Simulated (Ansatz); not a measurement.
```xyz
8

Si    0.0000    0.0000   -1.2671
Si    0.0000    0.0000    1.2671
H     0.0000   -1.5158   -1.8249
H    -1.3128    0.7579   -1.8249
H     1.3128    0.7579   -1.8249
H     0.0000    1.5158    1.8249
H    -1.3128   -0.7579    1.8249
H     1.3128   -0.7579    1.8249
```

Basis set: cc-pVDZ (spherical functions). Frozen core: 10 orbitals. Charge 0, multiplicity 1.

Computed with Ansatz (development build ahead of 0.2.0); each method stands on the lowest determinant of its kind that the runs found. Restricted open shells among the atoms or ions are ROHF, correlated in semicanonical orbitals with singles.

Task: Give the atomization energy at this shape (free ground-state atoms in the same class of orbitals less the molecule, no zero-point energy) of singlet Si2H6 by RHF-MP2, RHF.

Result:

```tsv
method	atomization energy
RHF-MP2	20.01 eV
RHF	16.78 eV
```

Caution: no unrestricted run beside it, a lower state can exist; the shape is not the minimum.
